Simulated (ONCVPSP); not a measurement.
# Plane-wave convergence, ONCV potential for molybdenum

- Element: molybdenum (Mo)
- Generator: ONCVPSP 4.0.1
- Type: optimised norm-conserving Vanderbilt (ONCV)
- Functional: revPBE
- Relativity: fully relativistic
- Frozen core: [Ar] 3d10
- Valence charge: 14
- Reference configuration: 4s2 4p6 4d5 5p1
- Partial waves: 4s: rc 1.30 bohr, ncon 5, nbas 8, qcut 6.1 1/bohr, 2 projectors, debl 3.9 Ha; 4p+5p: rc 1.75 bohr, ncon 5, nbas 9, qcut 6.1 1/bohr, 2 projectors; 4d: rc 2.40 bohr, ncon 4, nbas 8, qcut 7.1 1/bohr, 3 projectors, debl 2 Ha
- Local potential: polynomial inside 1.30 bohr (lpopt 5, dvloc0 0 Ha)
- Core correction: Teter function, fcfact 4.25, rcfact 1

Open shells are filled in proportion to 2j + 1.

**Question.** For each optimised wave give the share of its norm inside rc, the residual kinetic energy above qcut (Ha) and the cutoffs (Ha) for errors of 10, 1, 0.1 and 0.01 mHa per electron.

**Answer.**

| wave | norm inside rc | residual KE | 10 mHa | 1 mHa | 0.1 mHa | 0.01 mHa |
| --- | --- | --- | --- | --- | --- | --- |
| 4s | 0.727 | 1.5e-02 | 20.8 | 78.5 | 97.0 | 108.8 |
| s projector 2 | 0.049 | 6.7e-03 | 17.4 | 37.0 | 77.1 | 95.0 |
| 4p j=3/2 | 0.866 | 1.9e-04 | 8.8 | 11.4 | 34.7 | 82.9 |
| 5p j=3/2 | 0.020 | 2.1e-05 | 5.6 | 8.6 | 11.4 | 22.2 |
| 4p j=1/2 | 0.882 | 1.4e-04 | 9.4 | 11.9 | 27.7 | 81.5 |
| 5p j=1/2 | 0.021 | 1.8e-05 | 6.1 | 9.1 | 11.8 | 21.6 |
| 4d j=5/2 | 0.747 | 3.0e-08 | 12.0 | 15.5 | 18.4 | 20.8 |
| d projector 2 j=5/2 | 0.228 | 7.7e-07 | 13.6 | 17.3 | 20.4 | 22.7 |
| d projector 3 j=5/2 | 0.188 | 7.3e-06 | 16.1 | 19.5 | 22.2 | 25.0 |
| 4d j=3/2 | 0.757 | 3.2e-08 | 12.1 | 15.6 | 18.5 | 20.9 |
| d projector 2 j=3/2 | 0.230 | 8.3e-07 | 13.7 | 17.4 | 20.5 | 22.8 |
| d projector 3 j=3/2 | 0.188 | 8.0e-06 | 16.2 | 19.6 | 22.3 | 25.3 |

The occupied waves need 79 Ha and 97 Ha for 1 and 0.1 mHa.
